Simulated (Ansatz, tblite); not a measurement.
Cost and result up the ladder for the cluster Ba₂Se₂ (4 atoms). Charge 0, multiplicity 1. Geometry: PBE-D4/def2-SVP.

```xyz
4

Ba   -1.188    1.297   -1.083
Ba    1.191   -1.306    1.070
Se    1.659    1.211   -0.369
Se   -1.662   -1.202    0.383
```

Ansatz on 4 threads of Arm Neoverse V1 on a shared host; xTB runs through tblite on one thread. Times are rough, summed over both states, and most runs start from the orbitals of an earlier one. CAM-B3LYP-D4/def2-TZVP serves as the yardstick here, not as an exact answer. The other state is a quintet at its own geometry, which has other bonds, so the gap mixes isomer and spin.

In the def2 sets Ba takes a core potential; there is no spin–orbit coupling. The xTB rows come from tblite. Correlated methods freeze 18 core orbitals; core or outer-core shells of Ba, Se are correlated, in sets that lack core-valence functions. The structure comes from a short search, and lower isomers may exist.

Correlated methods converge slowly with the basis.

xTB has no spin-polarisation term.

| level | functions | wall time |
| --- | --- | --- |
| GFN2-xTB | 36 | 0.011 s |
| GFN1-xTB | 36 | 0.021 s |
| PBE-D4/def2-TZVP | 176 | 8 s |
| MP2/def2-TZVP | 176 | 9.4 s |
| PBE0-D4/def2-TZVP (with forces) | 176 | 13 s |
| r2SCAN-D4/def2-TZVP | 176 | 21 s |
| r2SCANh-D4/def2-TZVP | 176 | 25 s |
| CAM-B3LYP-D4/def2-TZVP | 176 | 26 s |

**Question.** Estimate what each level gives for the quintet − singlet (eV).

**Answer.** 
```
                          level  quintet − singlet (eV)  difference from CAM-B3LYP-D4/def2-TZVP (eV)
                       GFN2-xTB                    3.14                                        -1.25
                       GFN1-xTB                    4.62                                         0.23
               PBE-D4/def2-TZVP                    4.19                                        -0.19
                  MP2/def2-TZVP                    4.75                                         0.36
PBE0-D4/def2-TZVP (with forces)                    4.39                                         0.00
            r2SCAN-D4/def2-TZVP                    4.38                                         0.00
           r2SCANh-D4/def2-TZVP                    4.42                                         0.03
         CAM-B3LYP-D4/def2-TZVP                    4.39                                         0.00
```
